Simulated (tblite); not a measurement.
Run record: nudged-elastic-band run, `CCO[C@H]1CCO1`.

Computed with GFN2-xTB (tblite), gas phase: nudged elastic band of 9 images (0 to 8), spring 0.2 eV/Å², climbing image at the end, force threshold 0.05 eV/Å. No saddle search or frequency run followed, so the top image need not be a first-order saddle, and its height can exceed the method's true barrier by a kcal/mol or more. The command runs a driver script over a list of jobs; the input below is this job's line of settings and its coordinates in Å. «atoms» counts from 0 and names the dihedral (O7–C4–O3–C2 when counted from 1); «turn» is the rotation in degrees that makes the guess of the end point.

Command:
```bash
OMP_NUM_THREADS=1 python probes_run.py task.json out
```

Input:
```
{"job": {"kind": "neb", "xc": "GFN2-xTB", "basis": "xTB", "atoms": [6, 3, 2, 1], "turn": 120}, "charge": 0, "multiplicity": 1}
C      2.121092     0.361079     0.909520
C      1.647167    -0.889065     0.178860
O      0.236881    -1.042309     0.189659
C     -0.460474    -0.203456    -0.654914
C     -1.971722    -0.447096    -0.590424
C     -2.043461     0.994386    -0.080941
O     -0.625035     1.139637    -0.188018
H      1.716084     1.249818     0.432792
H      1.778830     0.337775     1.940867
H      3.207043     0.404642     0.893927
H      2.002450    -0.876519    -0.862372
H      2.025614    -1.788356     0.671515
H     -0.003042    -0.199097    -1.660812
H     -2.235629    -1.208720     0.136353
H     -2.455073    -0.639795    -1.542711
H     -2.385113     1.117466     0.949349
H     -2.562611     1.701642    -0.732559
```

What does the run print?

```
image   E - E0 / eV
  0       0.0000
  1       0.0135
  2       0.0456
  3       0.0895
  4       0.1323
  5       0.1504
  6       0.1333
  7       0.1116
  8       0.0931
```

Read off the barriers.

The highest image is 5: 0.150 eV (3.47 kcal/mol) above the start and 0.057 eV (1.32 kcal/mol) above the end. The band met its force threshold.

Which dihedral does each image have?

0: -78°, 1: -68°, 2: -56°, 3: -42°, 4: -25°, 5: -7°, 6: 11°, 7: 28°, 8: 34°.

Give the geometry of the highest image and of the end point.

Image 5:
```
atom  x, y, z in Å
C1      1.544    0.198    1.242
C2      1.680   -0.617   -0.042
O3      0.491   -1.296   -0.418
C4     -0.516   -0.545   -1.027
C5     -1.794   -0.377   -0.184
C6     -1.496    1.119   -0.301
O7     -0.319    0.859   -1.074
H8      0.893    1.053    1.088
H9      1.137   -0.423    2.036
H10     2.522    0.564    1.541
H11     2.018    0.025   -0.863
H12     2.402   -1.424    0.108
H13    -0.675   -0.956   -2.038
H14    -1.694   -0.795    0.813
H15    -2.713   -0.713   -0.652
H16    -1.263    1.640    0.632
H17    -2.224    1.700   -0.871
```

Image 8:
```
atom  x, y, z in Å
C1      1.455   -0.161    1.464
C2      1.617   -0.373   -0.040
O3      0.628   -1.212   -0.628
C4     -0.556   -0.636   -1.058
C5     -1.609   -0.178   -0.025
C6     -1.427    1.196   -0.669
O7     -0.451    0.684   -1.583
H8      0.661    0.546    1.688
H9      1.235   -1.109    1.951
H10     2.384    0.233    1.869
H11     1.639    0.587   -0.565
H12     2.554   -0.901   -0.235
H13    -0.944   -1.339   -1.808
H14    -1.297   -0.263    1.011
H15    -2.588   -0.628   -0.154
H16    -1.009    1.978   -0.028
H17    -2.299    1.585   -1.200
```

Time: 4.8 s wall; peak memory 0.19 GiB. Hardware: one thread of an Arm Neoverse N1, no GPU (shared host).
